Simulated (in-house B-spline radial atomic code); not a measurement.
A run on an ion of nuclear charge 69 with 69.3 electrons that did not converge. Method: scalar-relativistic (X2C) LDA exchange-only, spin-polarised, spherical fractional occupations, Fermi nucleus of rms radius 5.2256 fm; computed with an all-electron radial atomic-structure program (B-spline basis).

Command:
```bash
python run_scf.py task.json out
```
Settings (nuclear radius in fm, mass in u):
```
Z                69
configuration    [Xe] 4f13.3 6s2
hamiltonian      x2c
method           lda,
spin_polarised   True
nucleus          fermi
rms_radius       5.2256
atomic_mass      168.93422
speed_of_light   137.035999084
```

First and last ten iterations of the last attempt (damped for 15 steps, keeping 80 % of the old Fock matrix, then DIIS):
```
 iter        energy (Eh)    residual
    1      -13549.739914    3.41e-01
    2      -13444.354340    9.98e-01
    3      -13543.299292    5.00e-01
    4      -13549.206312    2.04e-01
    5      -13550.781782    6.91e-02
    6      -13551.047670    3.94e-02
    7      -13551.100543    2.95e-02
    8      -13551.125816    2.17e-02
    9      -13551.140411    1.57e-02
   10      -13551.148828    1.12e-02
  111      -13454.261797    8.60e-01
  112      -13454.187609    8.61e-01
  113      -13454.163085    8.60e-01
  114      -13453.930892    8.64e-01
  115      -13453.832497    8.65e-01
  116      -13453.950384    8.64e-01
  117      -13551.130063    2.01e-02
  118      -13551.125474    2.17e-02
  119      -13453.864338    8.64e-01
  120      -13453.947693    8.63e-01
 not converged after 120 iterations
```

The smallest residual met was 5.8e-03; the threshold is about 7e-07. No energy from this run should be used. The likely cause: this method binds the added charge weakly or not at all at the basis-set limit, so charge moves back and forth between the atom and the box. Time taken, with all properties: 2.9 s on 1 thread of Arm Neoverse V2 (shared host).
